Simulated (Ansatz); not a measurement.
Basis-set extrapolation for C₅H₃F₅, SMILES `FC1=C(F)C(F)(F)C(F)C1` (PBE0-D4/def2-TZVP geometry, frozen core, the Gaussian-basis code of Ansatz). Multiplicity 1, RHF reference.

```
                      def2-TZVPP   def2-QZVPP
                 HF  -688.530724  -688.559961
    MP2 correlation    -2.015018    -2.187021
CCSD(T) correlation    -2.113309      not run
```

Energies in hartree. Use E(X) = E(∞) + A·exp(−7.88·√X) for Hartree–Fock and E(X) = E(∞) + B·X^(−2.97) for correlation, with X = 3 and 4, and add CCSD(T) minus MP2 of the smaller set to the MP2 limit.

Question: What is the CCSD(T) energy at the basis-set limit?

Answer: HF limit: -688.559961 + (-0.029237) × 0.13774 = -688.56399. MP2 limit: -2.187021 + (-0.172003) × 0.74074 = -2.31443. Higher-order term: -2.113309 − (-2.015018) = -0.09829. Total: -690.97671 hartree, 873.4 kJ/mol below CCSD(T)/def2-TZVPP.
